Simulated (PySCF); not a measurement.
## Ions at one geometry of [Bi(SH)2]+

PySCF 2.14.0, RKS PBE0, Bi def2-SVP with ECP60, S def2-SVP, H def2-SVP; non-relativistic Hamiltonian with scalar-relativistic core potentials where named; density fitting; no spin-orbit coupling; singlets restricted, open shells unrestricted. The geometry is relaxed for charge +1, singlet, vacuum:

```xyz
5

Bi    0.0000    0.0000   -0.8103
S     1.7606   -0.1255    0.8966
H     2.7618   -0.2020   -0.0171
S    -1.7606    0.1255    0.8966
H    -2.7618    0.2020   -0.0171
```

Energies count from the relaxed state; an electron taken off or put on is at rest in vacuum. Charges and spins are Mulliken's.

```
                     state  energy (eV)  spin squared  charge on Bi1 (e)  spin on Bi1 (e)  dipole about the centre of mass (D)
charge +1, singlet, vacuum         0.00          0.00               0.85             0.00                                 2.03
 charge 0, doublet, vacuum        -7.05          0.75               0.36             0.86                                 3.43
```

What does the state charge +2, doublet, vacuum give?

energy (eV) 14.64, spin squared 0.86, charge on Bi1 (e) 1.08, spin on Bi1 (e) -0.36, dipole about the centre of mass (D) 1.57.

With an electron taken off (doublet) the charges change, summed by element, by Bi +0.24 e, S +0.61 e, H +0.15 e. The vertical ionisation energy is 14.64 eV, against −ε(HOMO) = 12.73 eV of the relaxed state. The level lies 1.9 eV too high, as is usual for semilocal functionals and global hybrids, which keep a self-interaction error.

With an electron put on (doublet) the charges change, summed by element, by Bi -0.48 e, S -0.38 e, H -0.13 e. The vertical electron affinity is 7.05 eV, against −ε(LUMO) = 9.00 eV of the relaxed state.

Open shells may have lower solutions than those found.
